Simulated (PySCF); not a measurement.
Cost of excited-state runs on `c1cc2c(o1)[SiH2]P[SiH2]2`, C$_{4}$H$_{7}$OPSi$_{2}$

Geometry:
```
atom   x (Å)   y (Å)   z (Å)
  C1   2.468  -0.565  -0.343
  C2   1.965   0.691  -0.189
  C3   0.560   0.541  -0.076
  C4   0.324  -0.816  -0.172
  O5   1.484  -1.481  -0.333
 Si6  -1.388  -1.578  -0.091
  P7  -2.641   0.284   0.067
 Si8  -0.890   1.708   0.138
  H9   3.471  -0.924  -0.464
 H10   2.517   1.608  -0.162
 H11  -1.723  -2.287  -1.327
 H12  -1.520  -2.457   1.073
 H13  -2.816   0.213   1.432
 H14  -0.821   2.430   1.412
 H15  -0.996   2.641  -0.987
```

PySCF with density fitting, on 1 thread of an Arm Neoverse V2, shared host. Command: `OMP_NUM_THREADS=1 python excited_run.py task.json out`

Question: How long does each of these runs take, and how much memory?
- magnetisability and related constants, B3LYP/pcSseg-1; isotopologues
- magnetisability and related constants, wB97X-D/STO-3G; fitting basis def2-qzvpp-jkfit

Answer: 
| run | level | basis functions | wall time | peak memory (GiB) |
| --- | --- | --- | --- | --- |
| magnetisability and related constants | B3LYP/pcSseg-1 | 192 | 33 s | 0.91 |
| magnetisability and related constants | wB97X-D/STO-3G | 59 | 11 s | 0.52 |

Times from a shared host are rough.
